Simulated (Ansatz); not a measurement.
```yaml
crystal:
  periodic: [false, false, false]
  atoms:
    - {symbol: Ce, position_ang: [-0.000143, 0.000414, -0.000213]}
    - {symbol: Cl, position_ang: [-0.022318, -0.000175, 2.825691]}
    - {symbol: Cl, position_ang: [0.016325, 0.005438, -2.826533]}
    - {symbol: Cl, position_ang: [2.826444, 0.006578, 0.023414]}
    - {symbol: Cl, position_ang: [-2.825645, -0.011468, -0.023021]}
    - {symbol: Cl, position_ang: [-0.008413, 2.825730, 0.003671]}
    - {symbol: Cl, position_ang: [0.013750, -2.826517, -0.003008]}
basis:
  gaussian: {orbitals: ANO-RCC-VTZP}
total_charge: -3
magnetization: {spin_polarized: true, initial_magnetization: 1}
hamiltonian: {xc: {name: B3LYP5}}
scf: {lower_state_search: light}
output: {forces: true}
```

```sh
$ ansatz run in.yaml --threads 4 --pin off --events-out ev --progress --plain --max-ram 6963MiB
```

Shortened log:

```
Functional definition: B3LYP5
  name "B3LYP5"
  cite "Stephens, Devlin, Chabalowski & Frisch, J. Phys. Chem. 98, 11623 (1994) doi:10.1021/j100096a001"
  cite "Becke, Phys. Rev. A 38, 3098 (1988) doi:10.1103/PhysRevA.38.3098"
  cite "Lee, Yang & Parr, Phys. Rev. B 37, 785 (1988) doi:10.1103/PhysRevB.37.785"
  cite "Vosko, Wilk & Nusair, Can. J. Phys. 58, 1200 (1980) doi:10.1139/p80-159"
  parameter a0 = 0.2
  parameter ax = 0.72
  parameter ac = 0.81
  exchange = (1 - a0 - ax)*slater_x + ax*b88_x + a0*exact_x
  correlation = (1 - ac)*vwn5_c + ac*lyp_c
2170 factors; integrals over basis functions are off by at most 8.5e-4 eV
mean field evaluation 1: about -316437.1276 eV, gradient 6.2e1 eV
mean field evaluation 2: about -313187.8589 eV, gradient 1.1e3 eV
mean field evaluation 4: about -314395.0131 eV, gradient 9.1e2 eV
mean field evaluation 8: about -316455.5232 eV, gradient 3.4e0 eV
mean field evaluation 16: about -316460.0874 eV, gradient 5.4e-1 eV
mean field evaluation 32: about -316460.1455 eV, gradient 8.9e-4 eV
mean field evaluation 64: about -316459.9623 eV, gradient 3.2e-1 eV
mean field -316460.14546859 eV, -11629.6958415798 hartree, gradient 4.0e-6 eV, S^2 0.751605; 6 other end points of the search recorded, 0 dependent functions left out
the calculation of the forces begins
reference -316460.14577659 eV, -11629.6958528985 hartree; 82, 81 occupied and 226, 227 virtual orbitals, 2170 factors
Total energy: -316460.14577659 eV, -11629.6958528985 hartree
Relativity: scalar
Atom 0 at    -0.000143     0.000414    -0.000213 Å, force     0.003051    -0.005513     0.000152 eV/Å
Atom 1 at    -0.022318    -0.000175     2.825691 Å, force    -0.003570    -0.001042     0.319687 eV/Å
Atom 2 at     0.016325     0.005438    -2.826533 Å, force     0.004928     0.000255    -0.318546 eV/Å
Atom 3 at     2.826444     0.006578     0.023414 Å, force     0.317671     0.002898     0.000246 eV/Å
Atom 4 at    -2.825645    -0.011468    -0.023021 Å, force    -0.320785    -0.001318    -0.000865 eV/Å
Atom 5 at    -0.008413     2.825730     0.003671 Å, force    -0.000809     0.321613    -0.000276 eV/Å
Atom 6 at     0.013750    -2.826517    -0.003008 Å, force    -0.000485    -0.316893    -0.000399 eV/Å
Dipole moment:    -0.001364     0.002462    -0.000064 e Å
```

Run time 6.3 min (4 threads of Arm Neoverse V1 on a shared host), peak host memory 3 GiB.

DK, ANO-RCC and x2c sets are all-electron and run with scalar relativity unless a key says otherwise. With an open 4f shell the SCF may have ended on a state above the lowest. A multiply charged anion in the gas phase is held together partly by the finite basis. Removing one electron lowers the energy by 2.50 eV at PBE0-D4/def2-TZVP, so it isn't bound. The highest occupied level of an anion often lies above zero with these methods, and sets without diffuse functions describe the outer electron poorly.

The dipole of an ion depends on the origin.
